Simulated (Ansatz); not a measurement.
Input for Ansatz (a first-principles code): R-B3LYP-D3(BJ)/def2-TZVP on BeClH (SMILES [BeH][Cl]).

Ansatz 0.2 input:
```yaml
crystal:
  periodic: [false, false, false]
  atoms:
    - {symbol: Be, position_ang: [-0.09077540, -0.03462509, -0.13448276]}
    - {symbol: H, position_ang: [-0.81881184, -0.36059342, -1.15123293]}
    - {symbol: Cl, position_ang: [0.89300287, 0.41900430, 1.25055587]}
basis:
  gaussian:
    orbitals: def2-TZVP
hamiltonian:
  xc: b3lyp
  dispersion: d3bj
relax: {f_tol: 0.003, max_steps: 120}
```

Output:

```
WARN ansatz: RAYON_NUM_THREADS=1 ignored (pool sized by the plan → 1); use --threads N
Functional definition: B3LYP
integrals: 0.01 GiB planned
448 factors; their error is unknown
mean field: 0.12 GiB planned
mean field evaluation 1: about -12942.2246 eV, gradient 1.5e1 eV
mean field evaluation 2: about -12942.4325 eV, gradient 1.4e1 eV
mean field evaluation 4: about -12942.7998 eV, gradient 6.0e-1 eV
mean field evaluation 8: about -12942.8291 eV, gradient 6.9e-4 eV
mean field -12942.82907092 eV, -475.6401953917 hartree, gradient 1.1e-5 eV, S^2 0.000000; 0 other end points of the search recorded, 0 dependent functions left out
the calculation of the forces begins
reference -12942.82929805 eV, -475.6402037385 hartree; 11, 11 occupied and 51, 51 virtual orbitals, 448 factors
relax step   1: F+E_penalty+E_count = -12942.89260924 eV  Δ(F+E_penalty+E_count) = +0.000e0 eV  max|allowed force component| = 7.880e-1 eV/Å  Δτ_max = 0.0000 Å  (23 SCF iters, accepted)
these checks for a lower state are left out or cut short: starts, cluster_reference, orbital_swaps, neighbouring_geometries, increment
integrals: 0.01 GiB planned
448 factors; their error is unknown
mean field: 0.12 GiB planned
mean field evaluation 16: about -12942.8518 eV, gradient 5.7e-2 eV
mean field -12942.85180813 eV, -475.6410309685 hartree, gradient 2.0e-5 eV, S^2 0.000000; 0 other end points of the search recorded, 0 dependent functions left out
the calculation of the forces begins
reference -12942.85203490 eV, -475.6410393023 hartree; 11, 11 occupied and 51, 51 virtual orbitals, 448 factors
relax step   2: F+E_penalty+E_count = -12942.91501045 eV  Δ(F+E_penalty+E_count) = -2.240e-2 eV  max|allowed force component| = 4.390e-1 eV/Å  Δτ_max = 0.0210 Å  (24 SCF iters, accepted)
these checks for a lower state are left out or cut short: starts, cluster_reference, orbital_swaps, neighbouring_geometries, increment
integrals: 0.01 GiB planned
448 factors; their error is unknown
mean field: 0.12 GiB planned
mean field -12942.86026694 eV, -475.6413418244 hartree, gradient 1.9e-5 eV, S^2 0.000000; 0 other end points of the search recorded, 0 dependent functions left out
the calculation of the forces begins
reference -12942.86049319 eV, -475.6413501389 hartree; 11, 11 occupied and 51, 51 virtual orbitals, 448 factors
relax step   3: F+E_penalty+E_count = -12942.92317138 eV  Δ(F+E_penalty+E_count) = -8.161e-3 eV  max|allowed force component| = 2.632e-2 eV/Å  Δτ_max = 0.0202 Å  (24 SCF iters, accepted)
these checks for a lower state are left out or cut short: starts, cluster_reference, orbital_swaps, neighbouring_geometries, increment
integrals: 0.01 GiB planned
448 factors; their error is unknown
mean field: 0.12 GiB planned
mean field -12942.86031353 eV, -475.6413435366 hartree, gradient 5.0e-5 eV, S^2 0.000000; 0 other end points of the search recorded, 0 dependent functions left out
the calculation of the forces begins
reference -12942.86053975 eV, -475.6413518497 hartree; 11, 11 occupied and 51, 51 virtual orbitals, 448 factors
relax step   4: F+E_penalty+E_count = -12942.92320100 eV  Δ(F+E_penalty+E_count) = -2.962e-5 eV  max|allowed force component| = 3.664e-4 eV/Å  Δτ_max = 0.0012 Å  (18 SCF iters, accepted)
integrals: 0.01 GiB planned
448 factors; their error is unknown
mean field: 0.12 GiB planned
mean field evaluation 32: about -12942.8603 eV, gradient 5.0e-5 eV
mean field -12942.86031353 eV, -475.6413435366 hartree, gradient 5.0e-5 eV, S^2 0.000000; 1 other end points of the search recorded, 0 dependent functions left out
the calculation of the forces begins
reference -12942.86053975 eV, -475.6413518497 hartree; 11, 11 occupied and 51, 51 virtual orbitals, 448 factors
Total energy: -12942.92342722 eV, -475.6436629216 hartree
Atom 0 at    -0.095889    -0.033234    -0.138511 Å, force    -0.000228    -0.000159    -0.000366 eV/Å
Atom 1 at    -0.837954    -0.371416    -1.179871 Å, force    -0.000007     0.000028     0.000017 eV/Å
Atom 2 at     0.917259     0.428436     1.283222 Å, force     0.000235     0.000131     0.000350 eV/Å
Dipole moment:    -0.040791    -0.018573    -0.057229 e Å
```

The calculation finished and met its thresholds.

Cost: very roughly 4 core-seconds.
